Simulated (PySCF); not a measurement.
# Exercise with solution: entropy of an ideal gas

FGaH2O2, SMILES [OH][Ga]([OH])[F].

The structure is a stationary point at B3LYP-D3(BJ)/def2-SVP. Other conformers were not sampled.

B3LYP-D3(BJ)/def2-SVP run with PySCF gives the harmonic wavenumbers 174, 188, 197, 323, 345, 662, 736, 753, 832, 858, 3838, 3840 cm⁻¹ and the rotational temperatures 0.2905, 0.2815, 0.1429 K. The molar mass is 122.74 g/mol, the symmetry number 1, the spin multiplicity 1.

### Question
Work out the entropy at 298.15 K and 1 atm in the rigid-rotor, harmonic-oscillator model.

### Answer

Translation (Sackur–Tetrode at 1 atm): S = R[1.5 ln M + 2.5 ln T − 1.16487] = 168.7 J/(mol K).
Rotation: q = (√π/σ) T^1.5/√(θA θB θC) = 84400, S = R[ln q + 3/2] = 106.8 J/(mol K).
Vibration: with u = 1.4388 ν/T, each mode gives R[u/(e^u − 1) − ln(1 − e^−u)]:
```tsv
ν (cm⁻¹)	modes	u	S (J/(mol K))
174	1	0.84	10.01
188	1	0.91	9.40
197	1	0.95	9.04
323	1	1.56	5.42
345	1	1.66	4.97
662	1	3.19	1.48
736	1	3.55	1.11
753	1	3.63	1.04
832	1	4.01	0.76
858	1	4.14	0.69
```
The stiffer modes add less than 0.005 each. Sum 43.9 J/(mol K).
Spin: R ln 1 = 0.0 J/(mol K).
Total 319.5 J/(mol K); the program's own thermochemistry gives 319.4. Translation makes up 53 % and vibration 14 %. Anharmonicity, hindered rotation and orbital degeneracy are left out.
